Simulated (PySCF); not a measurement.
C2H9GeNSi.
SMILES: `C[Si@@H]1N[CH2][GeH2]1`

Jobs on this species (14 atoms, 74 electrons) with PySCF (density fitting). Hardware of each: an Arm Neoverse V2 with one thread (shared host). The host was shared with other jobs, so the times are rough. Peak memory is the resident size of the whole Python process, interpreter and libraries included.

| level and settings | work | basis functions | SCF cycles | wall time | peak memory |
| --- | --- | --- | --- | --- | --- |
| delta-SCF UKS SCAN, pcX-1 on the ionised atom, pcseg-1 elsewhere, spin-free X2C | ΔSCF core ionisation, 5 holes | 154 | ? | ? | ? |
| delta-SCF UKS SCAN, pcX-2 on the ionised atom, pcseg-1 elsewhere, spin-free X2C | ΔSCF core ionisation, 5 holes | 174 | 75 | 34 s | 0.60 GiB |
| delta-SCF UKS HF, pcX-2 on the ionised atom, pcseg-1 elsewhere, spin-free X2C | ΔSCF core ionisation, 5 holes | 174 | 65 | 33 s | 0.66 GiB |
| delta-SCF UKS PBE0, pcX-2 on the ionised atom, pcseg-1 elsewhere, spin-free X2C | ΔSCF core ionisation, 5 holes | 174 | 67 | 50 s | 0.77 GiB |
| delta-SCF UKS PBE, pcX-2 on the ionised atom, pcseg-1 elsewhere, spin-free X2C | ΔSCF core ionisation, 5 holes | 174 | 74 | 23 s | 0.64 GiB |
| delta-SCF UKS B3LYP, pcX-2 on the ionised atom, pcseg-1 elsewhere, spin-free X2C | ΔSCF core ionisation, 5 holes | 174 | 67 | 48 s | 0.75 GiB |
| PBE0-D3(BJ)/def2-SVP, grid level 1 | geometry optimisation from a GFN2-xTB start shaken at random | 137 | 59 | 76 s | 0.53 GiB |
| delta-SCF UKS SCAN, def2-TZVP on the ionised atom, pcseg-1 elsewhere, spin-free X2C | ΔSCF core ionisation, 5 holes | 151 | 74 | 32 s | 0.56 GiB |
| delta-SCF UKS SCAN, pcX-2 on the ionised atom, pcseg-1 elsewhere, non-relativistic | ΔSCF core ionisation, 5 holes | 174 | 75 | 33 s | 0.64 GiB |

Task: Fill in the missing figures.

Result: 
- delta-SCF UKS SCAN, pcX-1 on the ionised atom, pcseg-1 elsewhere, spin-free X2C; ΔSCF core ionisation, 5 holes: 30 s, 0.56 GiB, 75 SCF cycles

Task: What do all jobs in the table cost together?

Result: About 6.0 min; the longest takes about 21 % of that, and about 3.3 times as long as the shortest.
